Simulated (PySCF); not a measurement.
## Ionising NaTl

r²SCAN; basis Na cc-pVDZ, Tl cc-pVDZ-PP with ECP60; scalar-relativistic core potentials; PySCF 2.14. Neutral (UKS): singlet (closed shell), Re = 3.277 Å, ωe = 135 cm⁻¹, De = 0.68 eV, HOMO -2.94 eV, LUMO -2.08 eV.

NaTl⁺ (UKS): doublet (σ ↑), Re = 3.602 Å, ωe = 95.0 cm⁻¹. The energies at the minima are -334.84295 hartree for NaTl and -334.66919 for NaTl⁺.

Q: Work out the adiabatic ionisation energy, without and with harmonic zero-point energies (1 hartree = 27.2114 eV, 1 eV = 8065.5 cm⁻¹), and the change of the bond length.

A: At r²SCAN: 0.17376 hartree = 4.728 eV between the minima; the zero-point term (95.0 − 135.0)/2 cm⁻¹ = -0.002 eV makes it 4.726 eV. Re changes by +32.5 pm against the neutral. Minus the HOMO energy is 2.94 eV, -1.79 eV from the value between the minima; self-interaction puts the Kohn–Sham level too high, less so with exact exchange. The electron leaves a σ orbital, and the longer bond of the ion fits a bonding orbital, or a change in how ionic the bond is.

Closed-shell solutions of metal pairs were not tested for spin polarisation, which can lower them a little. These are scalar-relativistic numbers at best; spin–orbit coupling would shift them, the dissociation energy most. States were picked by a PBE0 search and need not be the measured ground states.
